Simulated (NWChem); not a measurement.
System: CH₄BF; SMILES FBC

```xyz
7

B     -0.4892    -0.1511    -0.0008
H     -1.6941    -0.2987     0.0019
F      0.2313    -1.2643     0.0002
C      0.2014     1.2452    -0.0016
H     -0.1166     1.8084     0.8932
H     -0.1590     1.8370    -0.8604
H      1.2994     1.2010    -0.0266
```
Atoms are numbered in this order, from 1.

Computed with NWChem. Structure relaxed at the PBE0/def2-SVP level. GIAO values for the isolated, static molecule; σ is the absolute isotropic shielding, δ = σ(reference) − σ with the isolated reference molecule computed at the same levels (11B: boron trifluoride, 13C: tetramethylsilane, 19F: trichlorofluoromethane, 1H: tetramethylsilane).

Problem. Estimate the computed values for PBE0/pcSseg-2. Quantities: δ B1 (ppm); δ H2 (ppm); δ F3 (ppm); δ C4 (ppm); δ H5 (rotor mean) (ppm).

Solution. δ B1 (ppm): 48.4
δ H2 (ppm): 5.57
δ F3 (ppm): 2.2
δ C4 (ppm): 9.1
δ H5 (rotor mean) (ppm): 0.65
